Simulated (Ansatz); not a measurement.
A structure relaxed at PBE0-D4/def2-TZVP, charge 0, multiplicity 1:

```xyz
14

Si    1.720    0.251    1.522
Si   -0.229    0.182    0.241
Si   -1.137   -1.917   -0.155
B    -0.927    1.860   -0.398
C    -0.365    1.116   -1.564
H     1.437   -0.239    2.899
H     2.785   -0.606    0.932
H     2.221    1.650    1.601
H    -2.207   -1.782   -1.180
H    -1.719   -2.474    1.095
H    -0.107   -2.868   -0.654
H    -0.954    3.002   -0.073
H     0.361    1.555   -2.247
H    -0.880    0.271   -2.020
```

Give its formula and SMILES.

CH9BSi3, `[SiH3][Si]1([SiH3])BC1`.

Point group (tolerance 0.08 Å, 0.16 Å for H)?

C1.

Summarise the bond lengths by kind.

2 × Si–Si 2.322 to 2.333 Å; 6 × H–Si 1.487 to 1.489 Å; 1 × B–Si 1.927 Å; 1 × C–Si 2.037 Å; 1 × B–C 1.493 Å; 1 × B–H 1.187 Å; 2 × C–H 1.089 to 1.090 Å.

All numbers were calculated with Ansatz.
